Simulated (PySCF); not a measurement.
From computed data to an observable: dipole moment from atomic charges

CH3ClI2Si, SMILES C[Si](Cl)(I)I. Atoms are numbered in the order given.

```xyz
8

C     -2.1207     1.3156     0.0000
Si    -0.3557     0.7394     0.0000
Cl     0.9017     2.3733     0.0000
I      0.0924    -0.5933    -1.9971
I      0.0924    -0.5933     1.9971
H     -2.3089     1.9244     0.8973
H     -2.7998     0.4506     0.0000
H     -2.3089     1.9244    -0.8973
```

Geometry optimised at PBE0-D3(BJ)/def2-SVP. The def2 effective core potentials stand for the cores of I; spin–orbit coupling is left out.

Charges (e) from PySCF with r2SCAN/def2-TZVP:

```tsv
atom	ESP fit	Mulliken
C1	-0.576	-0.445
Si2	0.033	0.489
Cl3	-0.043	-0.216
I4	-0.021	-0.134
I5	-0.021	-0.134
H6	0.214	0.146
H7	0.200	0.148
H8	0.214	0.146
```

The dipole moment of the full density is 1.75 D.

Task: What dipole moment does each set of point charges give, and which comes closer to that of the density?

Result: 
μ = Σ q r, and 1 e Å = 4.8032 D.
ESP fit: Σ q r = (-0.381, 0.103, 0.000) e Å, |μ| = 1.90 D.
Mulliken: Σ q r = (-0.538, 0.051, 0.000) e Å, |μ| = 2.60 D.
ESP fit comes closer in size. Point charges leave out the atoms' own dipoles (lone pairs, polarised bonds); fits to the potential absorb them, partitions of the density don't.
